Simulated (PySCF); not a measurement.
C5H8BFO2.
SMILES: `F[C@@H]1COB(C2CC2)O1`

Computed with TDDFT PBE0/def2-SVPD, vertical, gas phase, core orbitals frozen in the response (PySCF 2.14.0, density-fitted response routines). The structure is a single PBE0-D3(BJ)/def2-SVP conformer in the gas phase; no vibrational or solvent corrections. Torsions of this conformer, `[F:1][C@@H:2]1[CH2:3][O:4][B:5]([CH:6]2[CH2:7][CH2:8]2)[O:9]1`: O4–B5–C6–C7 -143°.

List the vertical singlet excitations with oscillator strengths and describe the spectrum.

| state | E (eV) | E (hartree) | f | \|μ\| (D) | main configurations (H = HOMO, L = LUMO) |
| --- | --- | --- | --- | --- | --- |
| S1 | 7.82 | 0.2872 | 0.051 | 1.32 | H→L (91%) |
| S2 | 7.98 | 0.2934 | 0.010 | 0.58 | H-1→L (56%), H-1→L+1 (29%) |
| S3 | 8.09 | 0.2973 | 0.286 | 3.05 | H→L+1 (84%), H-1→L+1 (8%) |
| S4 | 8.16 | 0.2998 | 0.0035 | 0.34 | H-1→L+1 (55%), H-1→L (32%) |
| S5 | 8.20 | 0.3012 | 0.0073 | 0.48 | H-2→L (79%), H→L+2 (10%) |
| S6 | 8.43 | 0.3097 | 0.0091 | 0.53 | H→L+2 (53%), H→L+4 (22%), H-2→L (8%) |
| S7 | 8.54 | 0.3139 | 0.015 | 0.69 | H-2→L+1 (79%) |
| S8 | 8.57 | 0.3149 | 0.022 | 0.83 | H-1→L+2 (55%), H-1→L+4 (23%) |
| S9 | 8.73 | 0.3207 | 0.030 | 0.95 | H→L+3 (52%), H-3→L (20%), H→L+4 (13%) |
| S10 | 8.73 | 0.3210 | 0.0097 | 0.54 | H-3→L (67%), H→L+3 (20%) |

Triplets, Tamm–Dancoff:

```csv
state,E (eV),λ (nm),"main configurations (H = HOMO, L = LUMO)"
T1,7.18,172.6,"H→L+1 (70%), H→L (18%)"
T2,7.41,167.4,"H-1→L+1 (65%), H-1→L (17%)"
T3,7.62,162.8,"H-2→L+1 (60%), H-2→L (24%)"
T4,7.76,159.9,"H→L (64%), H→L+1 (19%)"
```

The lowest singlet lies at 7.82 eV (159 nm, vacuum ultraviolet) and is of moderate strength; its leading configuration is HOMO→LUMO (91%). The most intense listed level is S3 at 8.09 eV (153 nm, f = 0.286), 0.28 eV above S1. S9/S10 lie within about 0.01 eV of each other. Löwdin shares by element: HOMO carbon 68% or more, oxygen 12% or more (atoms not listed hold the other 20%); LUMO boron 34%, carbon 11% or more, hydrogen 9% or more, oxygen 8% or more (atoms not listed hold the other 38%). Weighted by f, the mean energy of these states is 8.16 eV. Of the 10 states listed, 6 reach f = 0.01 and none stays under 0.0005. Orbital energies (eV): HOMO-3 -9.54, HOMO-2 -9.00, HOMO-1 -8.62, HOMO -8.44, LUMO 0.40, LUMO+1 0.75, LUMO+2 1.15. No computed singlet lies in the visible range (380 to 750 nm); the lowest, at 159 nm, stands 4.55 eV above its violet end (3.26 eV). The vertical ionisation energy (ΔSCF) is 10.34 eV, 1.61 eV above S10. The window holds the lowest 10 singlets.

The run took 5.5 min on an Arm Neoverse V1 with one thread, shared host with 32 logical CPUs at a one-minute load of 11, and the process peaked at 1.2 GiB of memory.

Without π bonds the low states are Rydberg-like; a valence basis with one diffuse set may place them up to an eV too high.
